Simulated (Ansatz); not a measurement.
Coupled-cluster diagnostics for the cluster B6Os⁻, Ansatz.

Geometry of the doublet (PBE-D4/def2-SVPD):

```xyz
7

Os    1.4619    0.9142   -0.1264
B    -0.4156   -1.6897    0.2021
B    -0.3636   -0.2739   -0.7040
B     1.0451   -0.9841    0.1321
B    -0.2274    1.3556   -1.0498
B    -0.5559    1.1073    0.5517
B    -0.9445   -0.4293    0.9943
```

In the def2 sets Os takes a core potential; there is no spin–orbit coupling. Correlated methods freeze 6 core orbitals; core or outer-core shells of Os are correlated, in sets that lack core-valence functions. Another isomer (doublet) lies 0.23 eV lower at PBE0-D4/def2-TZVPD; other spin states weren't run for this one.

Problem. Estimate the CCSD(T) correlation energy, the shares of MP2 and (T), T1 and the reference's ⟨S²⟩ for: charge -1, doublet, own geometry in def2-SVPD; and the rough time on 4 threads of Intel Xeon on a shared host.

Solution. 
```json
{"state": "charge -1, doublet, own geometry", "basis": "def2-SVPD", "correlation (eV)": "-27.396", "MP2 share (%)": "94.8", "(T) share (%)": "7.9", "T1": "0.080", "⟨S²⟩ (pure)": "2.60 (0.75)", "wall time": "4.6 min", "remarks": "flagged by the program, large T1, spin-contaminated"}
```
Customary marks for T1 are 0.02 (closed shells), 0.045 (open shells) and about 0.05 (3d metals). T1 exceeds 0.02 in 1 of 1 rows and 0.045 in 1; the higher it lies, the less the single-reference result can be trusted.
